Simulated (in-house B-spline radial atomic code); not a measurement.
Tb⁴⁺. Computed with a B-spline radial atomic code. Model: all-electron spherical atom, spin shells full or empty, radial basis limit, no spin-orbit coupling, Breit or QED, empty-state partial waves extrapolated as (l+1/2)^-4, RPA, G0W0 and static COHSEX of the highest shell as one setting changes (uncorrelated shells keep exact exchange).

Without the two-electron picture change, core correlation of heavy ions comes too large.

Given: element Tb; charge 4; filled core Xe; hamiltonian one-electron scalar X2C; mean-field start Hartree-Fock; highest l of empty states 9; nuclear rms radius 5.06 fm; highest mean-field shell 4f up.

Shell: 4f 7 0 (electrons up and down).

| lowest nl shells left uncorrelated | RPA correlation energy (hartree) | G0W0 level (eV) | G0W0 minus most complete (meV) | COHSEX level (eV) | linearised minus solved G0W0 (meV) |
| --- | --- | --- | --- | --- | --- |
| 0 | -4.8734 | -68.186 | 0 | -72.547 | -1.8 |
| 1 | -4.6739 | -68.186 | 0 | -72.547 | -1.8 |
| 2 | ? | ? | ? | ? | ? |
| 3 | -3.8969 | -68.184 | 1.9 | -72.544 | -1.8 |
| 4 | -3.7129 | -68.174 | 12.6 | -72.528 | -1.8 |
| 5 | ? | ? | ? | ? | ? |
| 6 | -2.2489 | -68.059 | 127.2 | -72.534 | -2 |
| 7 | -2.0837 | -68.032 | 154.3 | -72.444 | -2.1 |
| 8 | -1.5939 | -67.984 | 202.2 | -72.125 | -2.2 |
| 9 | -0.71305 | -68.184 | 1.8 | -71.67 | -1.9 |
| 10 | -0.58191 | -68.379 | -192.4 | -71.649 | -1.6 |
| 11 | -0.2204 | -69.335 | -1148.9 | -71.463 | -0.2 |

What follows for lowest nl shells left uncorrelated = 2?

RPA correlation energy -4.4738 hartree; G0W0 level -68.186 eV; G0W0 minus most complete 0.5 meV; COHSEX level -72.546 eV; linearised minus solved G0W0 -1.8 meV.

What follows for lowest nl shells left uncorrelated = 5?

RPA correlation energy -3.1569 hartree; G0W0 level -68.133 eV; G0W0 minus most complete 53.5 meV; COHSEX level -72.483 eV; linearised minus solved G0W0 -1.9 meV.
